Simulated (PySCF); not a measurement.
B3LYP has the VWN-RPA correlation part, as in Gaussian. Excitations are Tamm–Dancoff values on a coarser integration grid. The basis has no diffuse functions, so Rydberg states are missing or too high.

Cartesian coordinates (Å):
```xyz
10

Si    -1.7501    -0.2222    -0.2005
B      0.0000     0.4843    -0.8798
Si     1.7492     0.0334    -0.0071
H     -1.6131    -1.4952     0.5502
H     -2.2229     0.8179     0.7596
H     -2.7945    -0.3952    -1.2412
H      0.0022     1.1985    -1.8353
H      1.6097    -0.3568     1.4180
H      2.7785     1.0981    -0.1086
H      2.2444    -1.1595    -0.7539
```
Charge 0, spin multiplicity 1.

Q: What dipole moment, S1 excitation (TDA) and LUMO does B3LYP-D3(BJ)/def2-TZVP run with PySCF 2.14.0 give?

A: 
```
Property                Result
-------------------  ---------
dipole moment        0.084 e·Å
S1 excitation (TDA)    3.51 eV
LUMO                  -3.00 eV
```
